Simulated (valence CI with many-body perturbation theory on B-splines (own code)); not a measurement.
Ladder of approximations for Sm⁴⁷⁺

Calculated by relativistic CI+MBPT: five valence electrons over a frozen Dirac-Fock core [Ne], radial functions for each j: 9 s, 9 p, 8 d, 6 f, 3 g, 1 h, with the one-electron correlation potential Σ1 (screened to all orders), the two-electron term Σ2, the three-electron term Σ3, Breit, model QED; selected single and double excitations, second order for the rest (own B-spline code, finite nucleus).

The last digits are not significant, and no measured levels were compared; by estimate large intervals hold to a few tenths of a per cent, small ones and those within an open d or f shell to about a per cent. Among the levels kept, up to 620 cm⁻¹ of a level comes from second order outside the variational space, and about a tenth of that is noise between levels of different J, which matters for small intervals.

Each rung adds one term. CI alone is the Dirac-Coulomb CI over the frozen core; QED comes last and gives the full result, which names the levels. Energies are above (3s^2 3p1/2^2 3p3/2) J=3/2 on the same rung, in eV.

Levels are named by their leading jj configuration (3d3/2^4 stands for four electrons in 3d with j = 3/2), which in mixed levels can hold well under half, so a name can repeat and another be missing. Letters in brackets count levels of one name in rising energy.

```
                             Level  CI alone
        (3s^2 3p1/2 3p3/2^2) J=3/2    143.77
        (3s^2 3p1/2 3p3/2^2) J=5/2    153.87
        (3s^2 3p1/2 3p3/2^2) J=1/2    165.65
        (3s^2 3p1/2^2 3d3/2) J=3/2    184.05
        (3s^2 3p1/2^2 3d5/2) J=5/2    228.62
        (3s 3p1/2^2 3p3/2^2) J=5/2    278.10
        (3s 3p1/2^2 3p3/2^2) J=3/2    301.85
        (3s 3p1/2^2 3p3/2^2) J=1/2    301.61
              (3s^2 3p3/2^3) J=3/2    311.02
(3s^2 3p1/2 3p3/2 3d3/2) J=5/2 [a]    326.82
(3s^2 3p1/2 3p3/2 3d3/2) J=3/2 [a]    328.60
(3s^2 3p1/2 3p3/2 3d3/2) J=1/2 [a]    328.62
    (3s^2 3p1/2 3p3/2 3d3/2) J=7/2    336.93
(3s^2 3p1/2 3p3/2 3d3/2) J=5/2 [b]    360.39
(3s^2 3p1/2 3p3/2 3d5/2) J=7/2 [a]    363.04
(3s^2 3p1/2 3p3/2 3d3/2) J=3/2 [b]    367.01
```

What do these energies become with core correlation, Breit and QED?

(3s^2 3p1/2 3p3/2^2) J=3/2 142.32 (-1.456); (3s^2 3p1/2 3p3/2^2) J=5/2 152.01 (-1.859); (3s^2 3p1/2 3p3/2^2) J=1/2 164.13 (-1.523); (3s^2 3p1/2^2 3d3/2) J=3/2 182.50 (-1.549); (3s^2 3p1/2^2 3d5/2) J=5/2 225.91 (-2.706); (3s 3p1/2^2 3p3/2^2) J=5/2 275.65 (-2.448); (3s 3p1/2^2 3p3/2^2) J=3/2 299.32 (-2.539); (3s 3p1/2^2 3p3/2^2) J=1/2 299.35 (-2.262); (3s^2 3p3/2^3) J=3/2 307.92 (-3.100); (3s^2 3p1/2 3p3/2 3d3/2) J=5/2 [a] 323.48 (-3.339); (3s^2 3p1/2 3p3/2 3d3/2) J=3/2 [a] 325.41 (-3.187); (3s^2 3p1/2 3p3/2 3d3/2) J=1/2 [a] 325.70 (-2.923); (3s^2 3p1/2 3p3/2 3d3/2) J=7/2 333.18 (-3.755); (3s^2 3p1/2 3p3/2 3d3/2) J=5/2 [b] 356.46 (-3.934); (3s^2 3p1/2 3p3/2 3d5/2) J=7/2 [a] 359.00 (-4.036); (3s^2 3p1/2 3p3/2 3d3/2) J=3/2 [b] 363.07 (-3.935).

How does the ionisation energy move along the ladder, and which term matters most?

CI alone 3976.6, + Σ1 3977.5, + Σ2 3977.6, + Σ3 3977.2, + Breit 3974.3, + QED 3974.1 eV. The largest step is Breit, -2.8 eV. NIST lists 3971 ± 4 eV (theoretical).
